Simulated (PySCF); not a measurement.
C3H3NO3S, SMILES C(=C\S(O)(=O)=O)/C#N.

Coordinates come from a PBE0-D3(BJ)/def2-SVP optimisation. Other conformers were not sampled.

Two levels are set side by side: PBE/def2-TZVP (PySCF) and r2SCAN/def2-TZVP (PySCF). Same geometry, gas phase. Differences are taken from unrounded values.

| quantity | r2SCAN | PBE | PBE minus r2SCAN |
|---|---|---|---|
| orbital gap (eV) | 4.43 | 4.07 | -0.36 |
| highest occupied level (eV) | -8.14 | -7.85 | 0.29 |
| lowest empty level (eV) | -3.71 | -3.77 | -0.07 |
| dipole moment (D) | 2.84 | 2.81 | -0.03 |

Rough cost on one machine, each run with all the roots and properties that it gave: r2SCAN against PBE about 3 times.
